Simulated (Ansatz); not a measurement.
The same group exchange along the group O, S, Se.

Gas-phase electronic energies from Ansatz, PBE0-D4/def2-TZVP geometries. CBS: MP2 limit from def2 TZ/QZ plus the TZ coupled-cluster correction, frozen cores. DFT in def2-TZVPP. def2 core potentials past Kr. For Ge, In, Se outer-core shells are correlated without core-valence functions, which leaves a few kJ/mol of doubt a bond. Scalar relativity is left out up to krypton. Each species was taken in one conformer, which may not be the lowest.

| reaction | B97M-V (eV) | ωB97X-V (eV) | CCSD(T)/def2-SVP (eV) | PBE-D4 (eV) | CCSD(T)/CBS(def2) (eV) |
| --- | --- | --- | --- | --- | --- |
| `[OH][Ge]([F])([F])[F]` + `[Cl][InH][Cl]` → `[OH][In]([Cl])[Cl]` + `[F][GeH]([F])[F]` | 0.23 | 0.21 | 0.22 | 0.13 | 0.14 |
| `[F][Ge]([F])([F])[SH]` + `[Cl][InH][Cl]` → `[SH][In]([Cl])[Cl]` + `[F][GeH]([F])[F]` | -0.34 | -0.37 | -0.46 | -0.37 | -0.45 |
| `[F][Ge]([F])([F])[SeH]` + `[Cl][InH][Cl]` → `[Cl][In]([Cl])[SeH]` + `[F][GeH]([F])[F]` | -0.45 | -0.49 | -0.62 | -0.47 | -0.58 |

Largest T1 diagnostic: 0.014, for `[OH][In]([Cl])[Cl]`.
